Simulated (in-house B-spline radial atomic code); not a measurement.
Configurations of O II (O+), with energies counted from [He] 2s2 2p3. All numbers are computed (scalar-relativistic (X2C) wB97X, spin-polarised, spherical fractional occupations, exact exchange averaged over the configuration; Fermi nucleus of rms radius 2.6991 fm) with an all-electron radial atomic-structure program (B-spline basis), not measured. Shells without spins written out take the highest spin.

Occupations are held fixed; configurations that lie above the ionisation limit could autoionise.

```csv
configuration,E - E(ref) (eV),highest orbital,its <r> (bohr)
[He] 2s2 2p2 3s1,23.446,3s up,3.482
[He] 2s1 2p3 3s1,30.351,3s up,3.449
[He] 2s1 2p3 3d1,36.041,3d up,4.938
```

**Question.** Order these further configurations by energy, lowest first.
A. [He] 2s2 2p2 3d1
B. [He] 2s1 2p4
C. [He] 2s1 2p3 3p1

**Answer.** B (15.135 eV), A (29.063 eV), C (33.056 eV).
